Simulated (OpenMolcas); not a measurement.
Dy3+ with 6 ligands (bromide) in trigonal antiprismatic coordination (D3d), a polar angle of 62.4° against the regular 54.74°. A charge of +0.5 e stands 2.6 Å behind each ligand. Ligand basis ANO-RCC-VDZP.

```
Program             : OpenMolcas
Method              : CASSCF
Basis               : ANO-RCC-VDZP [7s6p4d2f1g]
Scalar Hamiltonian  : DKH2, point nucleus
Active space        : 9 electrons in 7 orbitals (4f)
State averaging     : 2S+1 = 6 odd, 21 roots; 2S+1 = 4 odd, 115 roots kept (CI in the orbitals of an earlier block, 108 in the spin-orbit step); 2S+1 = 2 odd, 82 roots kept (CI in the orbitals of an earlier block, 40 in the spin-orbit step)
Spin-orbit coupling : state interaction with AMFI integrals over the reference wave functions
```

All ligands move together. At R = 2.77 Å the width of the lowest J multiplet is 415 cm-1, and at R = 2.82 Å it is 409 cm-1.

**Question.** A third run gives 389 cm-1. What distance was it run at?

**Answer.** With a power law R^-n the two known points give n = -ln(409 / 415) / ln(2.82 / 2.77) = 0.81. Then R = 2.77 × (415 / 389)^(1/0.81) = 3.000 Å. The run was at 2.94 Å, so the estimate is off by +0.060 Å.

High states are left out of the spin-orbit mixing, which shifts the levels that they would mix with. Without dynamic correlation the ligand-field splitting of an f shell can come out too small, at times by half. No measured value stands beside these numbers; the geometry was imposed, not optimised, and the real ion may take another.
